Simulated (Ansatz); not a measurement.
Geometry optimisation, RKS BHLYP-D4/def2-SVP in Ansatz.

input.yaml

```yaml
crystal:
  periodic: [false, false, false]
  atoms:
    - { symbol: Na, position_ang: [-1.45113, 1.24331, -2.99728] }
    - { symbol: Si, position_ang: [0.00791, 1.30816, -0.67427] }
    - { symbol: C, position_ang: [0.33121, -0.50189, -0.26115] }
    - { symbol: Si, position_ang: [-0.03742, -1.34813, 1.23063] }
    - { symbol: H, position_ang: [-0.5405, 1.89755, 0.57772] }
    - { symbol: H, position_ang: [1.35574, 1.95078, -0.72539] }
    - { symbol: H, position_ang: [0.86893, -1.05549, -1.02796] }
    - { symbol: H, position_ang: [-0.6613, -0.78709, 2.43241] }
    - { symbol: H, position_ang: [0.33773, -2.73787, 1.48008] }
basis:
  gaussian: { orbitals: def2-SVP }
hamiltonian:
  xc: { name: BHLYP }
  dispersion: d4
relax:
  f_tol: 0.015
  max_steps: 40
```

Command:

```bash
$ ansatz run input.yaml --threads 2 --pin off --max-ram 3072MiB --backend cpu --events-out ev --progress --plain --runs-dir out
```

Task: Where does it end, and by what steps?

Result: The run converged. After 9 steps the energy has fallen by 0.108 eV; Na1 moved furthest, 0.22 Å.

```csv
step,energy less start (eV),largest force component (eV/Å),accepted
0,0.0000,1.484,yes
1,-0.0735,0.512,yes
2,-0.0936,0.372,yes
3,-0.1018,0.238,yes
4,-0.1052,0.119,yes
5,-0.1075,0.033,yes
6,-0.1080,0.026,yes
7,-0.0992,0.454,no
8,-0.1084,0.049,yes
9,-0.1084,0.014,yes
```

```xyz
9
Properties=species:S:1:pos:R:3
Na -1.625 1.319 -2.882
Si 0.055 1.249 -0.669
C 0.468 -0.518 -0.199
Si -0.001 -1.339 1.218
H -0.553 1.854 0.562
H 1.358 1.979 -0.821
H 1.043 -1.097 -0.923
H -0.782 -0.701 2.293
H 0.248 -2.776 1.455
```

Run time: 24 s on 2 threads of Intel(R) Xeon(R) 6975P-C (Granite Rapids), on a shared host, peak memory 0.19 GiB.
